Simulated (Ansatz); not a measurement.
Molecule: sum formula H8SiN3O, net charge 1, singlet state. It need not be the lowest isomer of its formula. 
Structure (B3LYP-D3(BJ)/def2-TZVP (Ansatz, a quantum-chemistry and plane-wave program) minimum search):
```xyz
13

Si     0.0731     0.1439    -0.1319
O     -0.4020    -1.2229     1.0603
N     -1.2368     1.1012    -0.5136
N      1.1118     0.9069     0.9471
N      0.4682    -0.9038    -1.3854
H     -0.9531    -1.9561     0.7422
H     -1.4906     1.9321    -0.0030
H     -1.8475     0.9281    -1.2963
H      1.2463     1.9066     0.9040
H      1.9160     0.4524     1.3536
H      1.1818    -1.6132    -1.3072
H      0.3495    -0.6164    -2.3460
H     -0.6114    -0.9949     1.9803
```
Charge +1, spin multiplicity 1.

Basis-set convergence of Hartree-Fock and MP2 correlation energies (hartree) with Ansatz. Correlated levels leave the core frozen unless marked. Spin-orbit coupling is left out. No relativistic terms.

```csv
basis,functions,E(HF),"E(corr, MP2)"
cc-pV(D+d)Z,119,-531.73601,-0.79643
cc-pV(T+d)Z,271,[?],[?]
```

**Question.** What belongs in the gaps?

**Answer.** 
- cc-pV(T+d)Z, E(HF): -531.84593
- cc-pV(T+d)Z, E(corr, MP2): -1.00229
